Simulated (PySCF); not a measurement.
Low-lying terms of Al⁹⁺ (aluminium, charge +9)

Ground state [He] 2s2, ¹S. All numbers are calculated (PySCF 2.14, the spin-free X2C one-electron Hamiltonian (Gaussian nucleus), in an even-tempered Gaussian basis (19 s from 0.176 bohr⁻², ratio 2.5; 10 p from 0.247 bohr⁻², ratio 2.7; 9 d from 0.102 bohr⁻², ratio 2.7; 5 f from 8.1 bohr⁻², ratio 2.7)). Vertical excitation energies in eV without spin-orbit coupling; excited terms of each kind are numbered among those the solver found. Frozen: nothing.

```tsv
term	leading excitation	EOM-EE-CCSD
1 3P°	2s → p	19.673
1 1P°	2s → p	37.344
```

Only the lower part of the computed list is shown. Doubly excited terms such as np² are absent. The solver can miss terms. The 12 highest virtual orbitals were dropped.
